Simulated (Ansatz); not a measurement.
Gas-phase electronic energies from Ansatz, PBE0-D4/def2-TZVP geometries. CCSD(T)/CBS adds triple-zeta CCSD(T) − MP2 to the extrapolated MP2 energy (def2 sets, frozen cores). DFT in def2-TZVPP. B3LYP here is the variant with VWN-RPA as its local correlation; programs differ in this. Each species was taken in one conformer, which may not be the lowest.

Reaction (cleavage of the Si–Si bond): `O[SiH]([SiH3])CCl` + `C=C(S)Cl` → `C=C(Cl)S[SiH3]` + `O[SiH2]CCl`

**Question.** Is it downhill or uphill in electronic energy at CCSD(T)/CBS, and by how much? (An estimate is asked.)

**Answer.** Computed: Downhill: ΔE = -14.4 kcal/mol.

**Question.** What do these levels give: PBE0-D4, B3LYP-D4, PBE, PBE0, B3LYP, HF/def2-TZVPP, MP2/def2-TZVPP, SCS-MP2/def2-TZVPP, CCSD/def2-TZVPP, CCSD(T)/def2-TZVPP, MP2/def2-QZVPP, HF/CBS(def2)? (Best estimate.)

**Answer.** Ansatz gave: PBE0-D4 -12.3, B3LYP-D4 -13.5, PBE -11.0, PBE0 -12.0, B3LYP -12.8, HF/def2-TZVPP -15.3, MP2/def2-TZVPP -16.4, SCS-MP2/def2-TZVPP -16.0, CCSD/def2-TZVPP -13.7, CCSD(T)/def2-TZVPP -13.8, MP2/def2-QZVPP -16.8, HF/CBS(def2) -15.5 kcal/mol.

Largest T1 diagnostic among the species: 0.012.

The D4 term adds −0.7 kcal/mol with B3LYP and −0.3 kcal/mol with PBE0; it sums over pairs of atoms, weighted by their polarisabilities, and B3LYP, whose exchange is more repulsive, gets the larger term. From PBE to PBE0 (25 % exact exchange), in def2-TZVPP and without D4, ΔE moves by −1.0 kcal/mol.
